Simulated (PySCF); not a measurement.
Ga(F)2(NHMe) (CH4F2GaN), SMILES C[NH][Ga]([F])[F]. Atoms are numbered in the order given.

```xyz
9

Ga     0.0164    -0.3847     0.0000
F      1.0024    -1.8419     0.0000
F     -1.7304    -0.6090     0.0000
N      0.7280     1.2716     0.0000
C     -0.0153     2.5200     0.0000
H      1.7453     1.3646     0.0000
H      0.1987     3.1422     0.8987
H      0.1987     3.1422    -0.8987
H     -1.1035     2.3118     0.0000
```
Charge 0, spin multiplicity 1.

The structure is a stationary point at PBE-D3(BJ)/def2-SVP. The structure was generated by enumeration; whether it is a known compound was not checked. Other conformers were not sampled.

All values below come from PBE-D3(BJ)/def2-SVP (PySCF).

Frequencies are harmonic and unscaled.

```tsv
mode	ν (cm⁻¹)	IR (km/mol)	Raman (Å⁴/amu)	depolarisation	moving atoms (share of kinetic energy)
1	86	7.1	1.0	0.75	N 49 %, H 31 %, C 13 %
2	92	2.9	1.1	0.74	F 48 %, C 26 %, H 14 %, Ga 13 %
3	129	13.1	1.3	0.75	H 53 %, F 22 %, Ga 18 %
4	174	18.3	2.1	0.75	H 33 %, Ga 29 %, F 28 %, N 10 %
5	180	27.2	0.6	0.70	F 81 %, Ga 13 %
6	298	6.9	3.1	0.34	C 30 %, N 29 %, H 18 %, Ga 15 %, F 9 %
7	427	64.9	4.7	0.75	H 94 %
8	617	2.7	18.7	0.08	F 44 %, N 38 %, H 10 %
9	701	75.5	1.4	0.74	F 44 %, Ga 27 %, N 18 %
10	715	66.3	1.7	0.75	F 72 %, Ga 28 %
11	1058	8.8	2.5	0.74	H 85 %, C 11 %
12	1095	1.6	0.8	0.75	H 77 %, C 19 %
13	1127	82.5	9.6	0.43	N 45 %, C 38 %, H 17 %
14	1334	20.4	4.8	0.11	H 67 %, N 22 %, C 10 %
15	1401	21.1	14.8	0.60	H 86 %, C 14 %
16	1414	2.3	20.1	0.75	H 97 %
17	1443	6.1	25.3	0.68	H 96 %
18	2926	85.4	229.8	0.06	H 97 %
19	2985	31.6	169.7	0.75	H 90 %, C 10 %
20	3059	7.8	54.1	0.73	H 91 %, C 9 %
21	3535	26.8	104.3	0.21	H 93 %
```
